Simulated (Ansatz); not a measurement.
def2 core potentials replace the inner electrons of Bi.

Z-matrix (Å, degrees):
```
C
H 1 1.1001
H 1 1.1001 2 109.59
H 1 1.1009 2 109.12 3 -119.47
Bi 1 2.2737 2 109.94 4 -119.64
O 5 2.0953 1 93.73 2 69.67
H 6 0.9652 5 111.23 1 29.68
O 5 2.0953 6 100.52 7 -64.80
H 8 0.9652 5 111.22 6 65.06
```
Charge 0, spin multiplicity 1.

Task: Give the hole reorganisation energy (four-point), adiabatic ionisation energy (no zero-point term), HOMO, HOMO–LUMO gap, vertical ionisation energy (Delta-SCF), total energy, dipole moment and LUMO at the level PBE-D3(BJ)/def2-TZVP // PBE0-D3(BJ)/def2-SVP in Ansatz (a first-principles code).

Result: 
| Item | Result |
|---|---|
| hole reorganisation energy (four-point) | 29.15 kcal/mol |
| adiabatic ionisation energy (no zero-point term) | 8.54 eV |
| HOMO | -6.40 eV |
| HOMO–LUMO gap | 4.92 eV |
| vertical ionisation energy (Delta-SCF) | 9.33 eV |
| total energy | -11051.36 eV |
| dipole moment | 2.71 D |
| LUMO | -1.48 eV |
